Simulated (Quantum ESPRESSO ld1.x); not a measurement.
Question: All-electron atom: the terbium ion Tb3+ in [Kr] 4d10 4f8 5s2 5p5.5 5f0.5 (fractional occupations, a model configuration). Method: scalar-relativistic Kohn-Sham, LDA (Slater exchange, Perdew-Zunger correlation), spin-polarised, spherical densities, point nucleus; open shells are filled with parallel spins first; computed with ld1.x of Quantum ESPRESSO 7.5. Some entries of the table are withheld. Estimate them.

orbital,occ.,eigenvalue (hartree),<r> (bohr),<1/r> (bohr^-1)
1s up,1,-1905.4484,0.02152,73.05
1s down,1,-1905.4470,0.02152,73.05
2s up,1,-317.0178,0.09156,16.96
2s down,1,-317.0133,0.09156,16.96
2p up,3,-281.9604,0.08091,15.80
2p down,3,-281.9566,0.08091,15.80
3s up,1,-71.3878,0.2397,6.228
3s down,1,-71.2974,0.2395,6.233
3p up,3,-60.5771,0.2384,5.848
3p down,3,-60.4873,0.2382,5.853
3d up,5,-46.4529,0.2167,5.550
3d down,5,-46.3825,0.2165,5.555
4s up,1,-15.2733,0.5413,2.632
4s down,1,-15.0806,0.5414,2.631
4p up,3,-11.7075,0.5731,2.417
4p down,3,-11.5172,0.5734,2.415
4d up,5,-6.8113,0.6216,2.132
4d down,5,-6.6248,0.6227,2.129
5s up,1,-3.0060,1.284,1.035
5s down,1,-2.9007,1.299,1.021
5p up,3,-2.1131,1.477,0.8857
5p down,2.5,-2.0292,1.501,0.8693
4f up,7,-1.4878,0.8107,1.595
4f down,1,-1.3188,0.8364,1.566
5d up,0,-1.0410,2.049,0.6248
5d down,0,-0.9926,2.095,0.6080
6s up,0,-0.9283,3.001,0.4281
6s down,0,-0.8952,3.021,0.4261
6p up,0,-0.7178,3.563,0.3592
6p down,0,-0.6856,3.597,0.3573
5f up,0.5,-0.4083,4.423,(1)
5f down,0,-0.3829,4.555,(2)
6f up,0,-0.2378,7.878,0.1770
6f down,0,-0.2283,8.204,0.1708

Answer: 
(1) 5f up <1/r> (bohr^-1): 0.2778
(2) 5f down <1/r> (bohr^-1): 0.2733
